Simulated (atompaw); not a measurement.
## Before and after: PAW (atompaw) potential for europium (Eu)

```
Element                 : europium (Eu)
Generator               : atompaw 4.2.0.5
Type                    : PAW
Functional              : LDA (PW92)
Relativity              : scalar-relativistic
Frozen core             : [Kr] 4d10 5s2
Valence charge          : 15
Reference configuration : 4f7 5p6 5d0 6s1 6p1
Partial waves           : 6s (bound); 6s channel at 0.8 Ry; 5p (bound); 6p (bound); 5d (bound, empty); 5d channel at 2.3 Ry; 4f (bound); 4f channel at 0.05 Ry
Local potential         : troulliermartins scheme with l = 4 at 0.5 Ry, radius 2.40 bohr
Core correction         : smooth core density matched at 2.95 bohr
Augmentation charge     : besselshape compensation charge, radius 3.00 bohr; PAW radius 3.00 bohr; waves and projectors: bloechl
```

All-electron outer shells of the reference configuration (LDA (PW92), scalar-relativistic, ld1.x):

```json
{"shell": "4d", "level (eV)": "-136.02", "outermost node (bohr)": "0.27", "outermost maximum (bohr)": "0.57"}
{"shell": "5s", "level (eV)": "-46.17", "outermost node (bohr)": "0.67", "outermost maximum (bohr)": "1.23"}
{"shell": "5p", "level (eV)": "-25.23", "outermost node (bohr)": "0.72", "outermost maximum (bohr)": "1.39"}
{"shell": "6s", "level (eV)": "-4.53", "outermost node (bohr)": "1.66", "outermost maximum (bohr)": "3.47"}
{"shell": "4f", "level (eV)": "-4.25", "outermost node (bohr)": "–", "outermost maximum (bohr)": "0.59"}
{"shell": "5d", "level (eV)": "-2.73", "outermost node (bohr)": "0.82", "outermost maximum (bohr)": "2.13"}
{"shell": "6p", "level (eV)": "-1.84", "outermost node (bohr)": "2.01", "outermost maximum (bohr)": "4.74"}
```

Change: local potential bessel scheme, radius 2.40 bohr.

Cutoffs: the cutoffs (Ry, on a coarse ladder) from which the occupation-weighted sum of valence levels, in a spherical-Bessel basis at the reference potential, stays within 10 and 1 mRy of its value at 400 Ry; they do not see the model core or the augmentation charge, which bear on the density cutoff.

**Question.** What does the change do?

**Answer.** The potential gets softer (35 Ry and 45 Ry → 25 Ry and 35 Ry); both files keep a bound ghost (s).

```tsv
quantity	base	changed
cutoff, loose	35 Ry	25 Ry
cutoff, tight	45 Ry	35 Ry
loose cutoff by channel (10 mRy a level)	s 6 Ry, p 18 Ry, f 25 Ry	s 6 Ry, p 12 Ry, f 18 Ry
bound ghosts	s	s
s: phases at 3.01 bohr within 0.05 rad from the reference energy up to (Ry; the scan ends near 5)	4.4	4.2
p: phases at 3.01 bohr within 0.05 rad from the reference energy up to (Ry; the scan ends near 5)	3.9	to the end of the scan
d: phases at 3.01 bohr within 0.05 rad from the reference energy up to (Ry; the scan ends near 5)	to the end of the scan	to the end of the scan
f: phases at 3.01 bohr within 0.05 rad from the reference energy up to (Ry; the scan ends near 5)	1.2	1.2
lowest overlap eigenvalue by channel	s 0.02, p 0.64, d 0.81, f 1.00	s 0.01, p 0.63, d 0.88, f 1.00
```

 A true bound ghost makes a file unfit for plane-wave use even where its test errors are small: the radial tests pick states by their node count and pass the ghost by. The cutoffs see the waves, projectors and local potential, not the compensation charge or the core.
